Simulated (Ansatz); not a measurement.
```yaml
crystal:
  periodic: [false, false, false]
  atoms:
    - {symbol: Cl, position_ang: [-0.987478, -2.236699, 0.270914]}
    - {symbol: B, position_ang: [-0.518723, -0.625566, -0.088137]}
    - {symbol: C, position_ang: [0.521474, 0.469280, 0.120331]}
    - {symbol: S, position_ang: [-0.980427, 0.806908, -0.958134]}
    - {symbol: H, position_ang: [1.460989, 0.465422, -0.424989]}
    - {symbol: H, position_ang: [0.546366, 1.056654, 1.033813]}
basis:
  gaussian: {orbitals: aug-cc-pVTZ}
total_charge: -1
magnetization: {spin_polarized: true, initial_magnetization: 1}
hamiltonian: {xc: {name: HF}}
correlation: {active_space: {window: {electrons: 40, orbitals: 30}}}
```

```sh
$ ansatz run in.yaml --threads 2 --pin off --events-out ev --progress --plain --max-ram 4352MiB
```

(1) How does Ansatz answer? (Best estimate.)

Results:

(1) Ansatz gave: The input was rejected before any iteration.
```
Error: invalid value for `correlation.active_space`: it starts from restricted Hartree–Fock orbitals; set hamiltonian.xc: hf without magnetization.spin_polarized
```
